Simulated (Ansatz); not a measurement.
`F[CH2][GaH2]` from Hartree–Fock to CCSD(T)

```xyz
7

F     0.896   -1.537    0.057
C     0.025   -0.615    0.665
Ga   -0.143    0.841   -0.700
H     0.481   -0.302    1.608
H    -0.909   -1.139    0.885
H    -1.252    0.739   -1.806
H     0.900    2.013   -0.709
```

Charge 0, multiplicity 1. Correlated methods include outer-core shells of Ga, which these sets cover unevenly. Scalar relativity is left out up to krypton. The geometry is a stationary point of PBE0-D4/def2-TZVP. Frozen core, restricted reference, the Gaussian-basis code of Ansatz.

```tsv
basis	HF (Eh)	MP2 corr.	CCSD corr.	(T)	CCSD(T) total
def2-SVP	-2062.48139	-0.54131	-0.56040	-0.01401	-2063.05580
def2-TZVPP	-2062.90148	-0.65593	-0.67438	-0.02300	-2063.59886
def2-QZVPP	-2062.94853	-0.93902	-0.93300	-0.02948	-2063.91101
```
